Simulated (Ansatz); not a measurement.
Input file for Ansatz (a first-principles code): R-r2SCAN/def2-TZVPPD on AsClH4 (a complex). Files ending in .json are basis or fitting sets from the Basis Set Exchange.

Ansatz 0.2 input:
```yaml
crystal:
  periodic: [false, false, false]
  atoms:
    - {symbol: Cl, position_ang: [1.20790380, 0.53037820, 0.65711566]}
    - {symbol: H, position_ang: [0.72764192, 0.27999148, 1.82364411]}
    - {symbol: As, position_ang: [-0.35960818, -0.28905008, 4.49634833]}
    - {symbol: H, position_ang: [-0.93328707, 0.76126911, 3.54939725]}
    - {symbol: H, position_ang: [-0.25945295, -1.32431419, 3.37957213]}
    - {symbol: H, position_ang: [1.06871912, 0.19190173, 4.25669109]}
basis:
  gaussian:
    orbitals: def2-TZVPPD.json
hamiltonian:
  xc: {name: r2SCAN}
scf: {lower_state_search: off}
```

Output:

```
WARN ansatz: RAYON_NUM_THREADS=1 ignored (pool sized by the plan → 1); use --threads N
Functional definition: r2SCAN
these checks for a lower state are left out or cut short: stability, starts, cluster_reference, orbital_swaps, neighbouring_geometries, increment
integrals: 0.09 GiB planned
967 factors; their error is unknown
mean field: 0.60 GiB planned
mean field evaluation 1: about -73427.7247 eV, gradient 1.7e1 eV
mean field evaluation 2: about -73427.9825 eV, gradient 1.4e1 eV
mean field evaluation 4: about -73428.3011 eV, gradient 8.3e-1 eV
mean field evaluation 8: about -73428.2876 eV, gradient 2.1e-1 eV
mean field evaluation 16: about -73428.2877 eV, gradient 7.9e-6 eV
mean field -73428.28766803 eV, -2698.4398003192 hartree, gradient 8.0e-6 eV, S^2 0.000000; 0 other end points of the search recorded, 0 dependent functions left out
reference -73428.28768652 eV, -2698.4398009986 hartree; 27, 27 occupied and 146, 146 virtual orbitals, 967 factors
Total energy: -73428.28768652 eV, -2698.4398009986 hartree
Checks for a lower state left out: stability, starts, cluster_reference, orbital_swaps, neighbouring_geometries, increment
```

Self-consistency was reached.

Cost: around 3 core-seconds (rough).
